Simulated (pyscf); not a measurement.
# H₃C–CH•–CH=NH (SMILES C[CH]C=N), doublet

Gas-phase minimum from PySCF at ωB97X-D3(BJ)/def2-SVP, one conformer. Other isomers of H₃C–CH•–CH=NH were not searched in full and may lie lower. 

```xyz
10

C      0.6184     0.4867     0.0643
C     -0.8707     0.3971     0.0503
C     -1.5975    -0.6246    -0.5957
N     -2.8994    -0.7509    -0.6395
H      1.0092     0.4687     1.0973
H      0.9648     1.4359    -0.3821
H      1.0796    -0.3433    -0.4921
H     -1.4409     1.1751     0.5756
H     -1.0122    -1.3996    -1.1194
H     -3.3266     0.0265    -0.1185
```
Charge 0, spin multiplicity 2.

Bonded distances (Å): C1–C2 1.492, C1–H5 1.105, C1–H6 1.105, C1–H7 1.101, C2–C3 1.411, C2–H8 1.098, C3–N4 1.309, C3–H9 1.103, N4–H10 1.029. Angles (°): C2–C1–H5 111.2, C2–C1–H6 111.1, C2–C1–H7 111.6, H5–C1–H6 106.3, H5–C1–H7 108.2, H6–C1–H7 108.2, C1–C2–C3 124.2, C1–C2–H8 118.1, C3–C2–H8 117.7, C2–C3–N4 126.7, C2–C3–H9 116.9, N4–C3–H9 116.4, C3–N4–H10 108.9.

Properties at ωB97X-D3(BJ)/def2-SVP:

```yaml
harmonic_wavenumbers_unscaled: 135, 212, 309, 549, 706, 761, 912, 1007, 1086, 1121, 1176, 1254, 1367, 1409, 1421, 1455, 1473, 1511, 3045, 3117, 3124, 3163, 3177, 3466 cm⁻¹
zero_point_energy: 52.8 kcal/mol
rotational_symmetry_number: 1
Entropy of this conformer at 298 K and 1 atm, rigid rotor and harmonic oscillator, modes under 100 cm⁻¹ raised to 100: 297.2 J/(mol K)
dipole_moment: 2.87 D
Spin expectation value S2: 0.790
```

Single-point totals, which compare only within one level:

```
level                   total energy (hartree)
----------------------  ----------------------
ωB97X-D3(BJ)/def2-TZVP              -172.76100
PBE/def2-TZVP                       -172.45611
r²SCAN/def2-TZVP                    -172.58148
B3LYP-D3(BJ)/def2-TZVP              -172.70253
PBE0-D3(BJ)/def2-TZVP               -172.47846
M06-2X/def2-TZVP                    -172.59428
ωB97M-D3(BJ)/def2-TZVP              -172.72739
```

Soft torsions are taken as harmonic, which can shift the entropy by several J/(mol K).
